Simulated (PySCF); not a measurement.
## Computed properties of C₂H₅CdF, SMILES C[CH2][Cd][F]

Cd(F)(Et) (C2H5CdF), SMILES C[CH2][Cd][F]. The structure is a stationary point at B3LYP-D3(BJ)/def2-SVP. The structure was generated by enumeration; whether it is a known compound was not checked. The def2 effective core potentials stand for the cores of Cd; spin–orbit coupling is left out. Other conformers were not sampled. All values are computed for the isolated molecule unless a solvent is named; none is compared with measurement here.

**Structure.** The optimised structure has Cs symmetry. All 21 harmonic modes at B3LYP-D3(BJ)/def2-SVP (PySCF) are real, so it is a minimum. With heavy atoms numbered as in [Cd:1]([F:2])[CH2:3][CH3:4], the shortest bond between them is C3–C4 at 1.530 Å and the longest Cd1–C3 at 2.116 Å.

**Vibrations.** The strongest infrared lines (harmonic, unscaled, degenerate partners summed) lie at 610 cm⁻¹ (75 km/mol, F 74 %, Cd 20 %), 3012 cm⁻¹ (39 km/mol, H 97 %), 1194 cm⁻¹ (36 km/mol, H 68 %, C 31 %). The softest mode is at 96 cm⁻¹ and the zero-point energy is 41.4 kcal/mol.

**Electronic structure.** ωB97X/def2-TZVPD (PySCF) places the frontier levels at -10.07 and 0.94 eV, a gap of 11.01 eV, and gives a dipole moment of 3.56 D and a mean polarisability of 56.1 bohr³. PBE/def2-TZVPD (PySCF) at the same geometry gives -6.79 and -1.77 eV, so its gap is 5.99 eV narrower. An orbital gap is neither the optical nor the fundamental gap.

**Excitations.** TDDFT-CAM-B3LYP/def2-SVPD (PySCF) has S1 at 6.29 eV (197 nm, f = 0.256, bright); the most intense of the 10 singlets computed lies at 6.29 eV (f = 0.26). T1 (TDA) is at 4.93 eV. TDDFT-PBE/def2-SVPD (PySCF) puts S1 at 5.85 eV. No vertical singlet excitation falls in the visible range (under 3.1 eV).
